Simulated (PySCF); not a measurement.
Correlation energy of N (nitrogen, neutral)

[He] 2s2 2p3, high-spin 4S determinant. Computed with PySCF 2.14 in def2-TZVP (5s3p2d1f, 31 functions), with no relativity, point nucleus. Frozen: 1s2; 5 electrons correlated.

MP2 pair energies summed by pair of shells (mhartree):

```csv
pair,energy,share (%)
2s-2p,-61.30,64.6
2p-2p,-23.03,24.3
2s-2s,-10.53,11.1
```

Total MP2 correlation energy: -94.87 mhartree.

Same-spin part -28.89 and opposite-spin part -65.98 mhartree; SCS-MP2 scales them by 1/3 and 6/5 to -88.80 mhartree.

```tsv
level	correlation energy (mhartree)
CCSD	-110.93
(T)	-2.26
CCSD(T)	-113.19
```

Diagnostics: T1 = 0.0063, D1 = 0.0135, largest double amplitude 0.039.

Problem. Is a single reference adequate?

Solution. Yes: T1 lies below 0.03 and no double amplitude reaches 0.07.
